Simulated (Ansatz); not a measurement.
AlBH6OSSi, relaxed with RKS PBE0-D4/def2-TZVP in Ansatz 0.2.0 from a PBE-D4/def2-SVP geometry. The force threshold is 0.005 eV/Å; the program also tests the step.

Charge 0, multiplicity 1. The bonds changed during the relaxation, so this is another structure than the one it started from.

Start:

```xyz
11

B    -0.854   -1.873    0.501
Si    0.602   -0.826   -0.270
S     0.150   -0.969    2.048
O     0.507    0.746   -0.779
Al    0.285    2.385   -1.258
H    -0.585   -3.058    0.593
H    -2.010   -1.508    0.424
H     2.038   -1.264   -0.376
H    -0.516    0.221    2.028
H     0.542    2.736   -2.787
H    -0.159    3.410   -0.125
```

| step | energy (eV) | largest force (eV/Å) | largest move (Å) |
| --- | --- | --- | --- |
| 1 | -28121.9923 | 0.706 | 0.000 |
| 2 | -28122.0547 | 0.412 | 0.037 |
| 3 | -28122.0727 | 0.109 | 0.043 |
| 4 | -28122.0745 | 0.081 | 0.064 |
| 5 (rejected) | -28122.0734 | 0.118 | 0.049 |
| 6 | -28122.0762 | 0.041 | 0.024 |
| 7 (rejected) | -28122.0762 | 0.040 | 0.024 |
| 8 | -28122.0766 | 0.014 | 0.012 |
| 9 | -28122.0768 | 0.021 | 0.011 |
| 10 | -28122.0770 | 0.022 | 0.021 |
| 11 (rejected) | -28122.0769 | 0.048 | 0.074 |
| 12 | -28122.0775 | 0.027 | 0.037 |
| 13 | -28122.0781 | 0.026 | 0.055 |
| 14 | -28122.0784 | 0.050 | 0.062 |
| 15 | -28122.0787 | 0.049 | 0.016 |
| 16 | -28122.0791 | 0.050 | 0.023 |
| 17 | -28122.0792 | 0.049 | 0.043 |
| 18 | -28122.0793 | 0.099 | 0.038 |
| 19 | -28122.0798 | 0.037 | 0.029 |
| 20 | -28122.0799 | 0.034 | 0.020 |
| 21 | -28122.0800 | 0.026 | 0.039 |
| 22 | -28122.0801 | 0.017 | 0.029 |
| 23 | -28122.0801 | 0.010 | 0.019 |
| 24 | -28122.0801 | 0.008 | 0.010 |
| 25 | -28122.0802 | 0.005 | 0.008 |

End:

```xyz
11

B    -0.846   -1.790    0.467
Si    0.675   -0.858   -0.282
S     0.173   -0.766    1.953
O     0.656    0.610   -0.960
Al    0.238    2.235   -1.183
H    -0.664   -2.949    0.706
H    -1.957   -1.361    0.357
H     2.058   -1.391   -0.337
H    -0.461    0.412    1.817
H     0.480    2.861   -2.608
H    -0.351    2.998    0.068
```

It took 99 s on 4 threads of an Arm Neoverse V1 on a shared host, with 0.63 GiB of host memory at the peak.
